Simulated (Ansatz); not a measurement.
Cost and result up the ladder for Al₈P₈H₂₂, a nanocrystal cut from wurtzite AlP (hydrogen-capped) (38 atoms). Charge 0, multiplicity 1. Geometry: r2SCAN-D4/def2-SVP.

```csv
atom,x (Å),y (Å),z (Å)
Al1,0.590,-4.365,-1.216
P2,2.366,-2.872,-2.053
P3,-0.842,-2.624,-0.318
Al4,0.164,-1.473,1.526
Al5,2.240,-0.467,-1.858
P6,1.878,-0.115,0.485
P7,-1.376,0.137,2.405
Al8,-0.504,1.287,4.356
Al9,1.713,2.252,0.823
P10,1.336,2.456,3.201
Al11,-1.707,-1.269,-2.079
P12,0.115,0.126,-2.761
P13,-3.165,0.261,-0.886
Al14,-2.283,1.705,0.854
Al15,-0.410,2.504,-2.620
P16,-0.389,2.733,-0.192
H17,1.236,-5.222,-0.040
H18,-0.085,-5.006,-2.508
H19,3.620,-3.260,-1.509
H20,2.634,-3.164,-3.417
H21,-1.965,-3.308,0.230
H22,0.773,-2.440,2.627
H23,3.503,0.273,-2.467
H24,3.101,-0.493,1.109
H25,-2.485,-0.620,2.880
H26,0.174,0.254,5.359
H27,-1.522,2.424,4.812
H28,2.957,3.096,0.317
H29,2.572,2.158,3.836
H30,1.281,3.844,3.495
H31,-2.470,-2.022,-3.248
H32,0.229,-0.130,-4.157
H33,-4.195,-0.521,-0.296
H34,-3.948,1.012,-1.802
H35,-3.384,2.702,1.410
H36,0.774,3.358,-3.254
H37,-1.933,2.667,-3.084
H38,-0.594,4.123,0.036
```

Ansatz on 2 threads of AMD EPYC 7R13 on a shared host and a share (18 GiB) of an NVIDIA H100 80GB HBM3. Times are rough, and most runs start from the orbitals of an earlier one. PBE0-D4/def2-TZVP serves as the yardstick here, not as an exact answer. Differences are given only for rows in sets of like size (and for xTB, whose basis is part of the method), since another set adds its own error. Binding counts from free atoms at the same level (Al doublet, P quartet, H doublet; other spins of the atoms weren't run), without zero-point energy or a counterpoise term.

Single mean-field runs in def2-TZVP are fitted with def2-universal-jkfit.

```json
{"level": "PBE-D4/def2-SVP", "functions": "398", "wall time": "3.5 s", "binding energy per atom (eV)": "2.95", "difference from PBE0-D4/def2-TZVP (eV)": "–"}
{"level": "PBE0-D4/def2-SVP", "functions": "398", "wall time": "4.4 s", "binding energy per atom (eV)": "2.94", "difference from PBE0-D4/def2-TZVP (eV)": "–"}
{"level": "r2SCAN-D4/def2-TZVP", "functions": "724", "wall time": "6.5 s", "binding energy per atom (eV)": "2.95", "difference from PBE0-D4/def2-TZVP (eV)": "0.02"}
{"level": "PBE-D4/def2-TZVP (with forces)", "functions": "724", "wall time": "7 s", "binding energy per atom (eV)": "2.93", "difference from PBE0-D4/def2-TZVP (eV)": "0.00"}
{"level": "PBE0-D4/def2-TZVP (with forces)", "functions": "724", "wall time": "8 s", "binding energy per atom (eV)": "2.93", "difference from PBE0-D4/def2-TZVP (eV)": "0.00"}
```
